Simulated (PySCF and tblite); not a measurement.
Results of a calculation; reference values are marked as such.
System: C₅H₄O₃S, numbered as in [O:1]=[C:2]([OH:3])[c:4]1[cH:5][cH:6][c:7]([SH:8])[o:9]1.

For the rotation about the C2–O3 bond (torsion O1–C2–O3–H from 0° to 180°, rising): electronic barrier 11.63 kcal/mol, zero-point change -1.06 kcal/mol, thermal and entropy terms at 350 K a further 0.05 kcal/mol (symmetry numbers apart). The minimum is Cs, the saddle C1. Geometries: GFN2-xTB; energies: PBE0/pcSseg-1 + D3(BJ); zero-point and thermal terms from GFN2-xTB harmonic modes (soft modes blended into free rotors). Rate constants are transition-state-theory values, counting equivalent paths, without tunnelling. (PySCF 2.14 with density fitting, tblite 0.8.)

Problem. How many equivalent paths lead out of the minimum?

Solution. 2: the symmetry number of the minimum is 1, that of the saddle displaced along its mode 1, and the displaced saddle is chiral while the minimum is not, which doubles the count.

Problem. Work out the rate at 350 K.

Solution. ΔG‡ = 10.62 kcal/mol; k_B T/h = 7.3×10¹² s⁻¹; exp(−ΔG‡/RT) = 2.3×10⁻⁷; times 2 gives k = 3.4×10⁶ s⁻¹. Wigner's tunnelling factor for the 578i cm⁻¹ mode would be 1.24.
